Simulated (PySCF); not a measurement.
AlGeH5O3, SMILES [GeH3][O][Al]([OH])[OH].

Coordinates come from a ωB97X-D3(BJ)/def2-SVP optimisation. The structure was generated by enumeration; whether it is a known compound was not checked. The values are those of a single conformer.

Level of theory: PySCF with PBE/def2-TZVP.

Isolated molecule, no solvent.

Computed frontier levels, gap, dipole moment and polarisability:
```json
{
 "highest_occupied_level": "-7.07 eV",
 "lowest_empty_level": "-1.53 eV",
 "orbital_gap": "5.54 eV",
 "dipole_moment": "2.20 D",
 "quadrupole, principal values (traceless, Buckingham form, about the centre of nuclear charge)": "-13.51, 3.20, 10.31 D·Å",
 "mean_static_polarisability": "63.7 bohr³ (9.44 Å³)",
 "polarisability_principal_values": "55.5, 62.0, 73.6 bohr³"
}
```
